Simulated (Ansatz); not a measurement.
Harmonic frequencies (cm⁻¹) at PBE0-D4/def2-TZVP from Ansatz: 539, 925, 1088, 1187, 1445, 2694.

(1) Which molecule is it?
A. `NBBr`
B. `OB(O)F`
C. `N#CB(F)F`
D. `FBF`

Answers

(1) D.
